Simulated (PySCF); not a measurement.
Species: C₄H₉NP₂Si.
Geometry (GFN2-xTB, Å), atoms numbered from 1 in this order:
```xyz
17
C4H9NP2Si angstrom
N     -2.7020   -2.2826    1.3649
C     -2.7237   -1.2151    0.9558
C     -2.7473    0.1164    0.4074
C     -1.9729    0.1650   -0.9121
P     -0.1915   -0.4205   -0.8512
P      0.3260    0.0712    1.0523
C      2.0910   -0.4760    1.0545
Si     3.2625    0.8158    0.2704
H     -2.3029    0.8010    1.1364
H     -3.7897    0.4082    0.2425
H     -1.9724    1.1878   -1.3013
H     -2.4739   -0.4635   -1.6552
H      2.1845   -1.4269    0.5311
H      2.3720   -0.6401    2.0964
H      4.6325    0.3332    0.4462
H      3.0800    2.1007    0.9494
H      2.9210    0.9374   -1.1479
```

Method used: TDDFT wB97X-D/def2-SVPD, vertical, gas phase, core orbitals frozen in the response in PySCF 2.14.0, density-fitted response routines.

Problem. List the vertical singlet excitations with oscillator strengths and describe the spectrum.

Solution. 

```tsv
state	E (eV)	λ (nm)	f	|μ| (D)	main configurations (H = HOMO, L = LUMO)
S1	3.13	396.0	0.0009	0.27	H-1→L (61%), H→L (38%)
S2	4.06	305.0	0.108	2.65	H→L (58%), H-1→L (36%)
S3	5.26	235.9	0.0027	0.37	H-2→L (68%), H-3→L (18%), H-5→L (9%)
S4	5.38	230.7	0.0043	0.46	H-3→L (66%), H-2→L (22%)
S5	5.86	211.5	0.0064	0.54	H→L+1 (64%), H-1→L+1 (19%)
S6	6.44	192.4	0.293	3.47	H-1→L+1 (64%), H→L+1 (20%)
S7	6.64	186.9	0.0013	0.23	H-4→L (93%)
S8	6.69	185.2	0.012	0.68	H-5→L (71%), H-6→L (13%)
```

Triplets (Tamm–Dancoff): T1 2.01 eV, H→L (78%), H-1→L (18%); T2 2.36 eV, H-1→L (80%), H→L (18%); T3 4.65 eV, H-2→L (79%).

The lowest singlet comes at 396 nm (302 kJ/mol) in the visible; it is very weak; its leading configuration is HOMO-1→LUMO (61%). The strongest level in the table is S6 at 6.44 eV (192 nm, f = 0.293). Löwdin shares by element: HOMO phosphorus 71%, carbon 15% or more; LUMO phosphorus 79%, carbon 12% or more. Orbital energies (eV): HOMO-3 -11.10, HOMO-2 -10.93, HOMO-1 -8.95, HOMO -8.76, LUMO -0.99, LUMO+1 1.51, LUMO+2 2.01. The listed states span 3.56 eV, and the widest gap between neighbours is 1.19 eV (S2 to S3). Weighted by f, the mean energy of these states is 5.82 eV. S1 lies in the visible range (380 to 750 nm), at 396 nm, f = 0.0009; light of that wavelength is violet, and its complementary colour is yellow-green; a Tamm–Dancoff triplet lies at 618 nm, without intensity as long as spin–orbit coupling is left out. Only the lowest 8 singlets were computed, as vertical energies without vibronic structure.

Hardware: one thread, Arm Neoverse V1 (aarch64), no GPU, on a shared host. Cost: 68 s (grids of density and orbitals included), 1.1 GiB resident at most.

One conformer stands for the species.
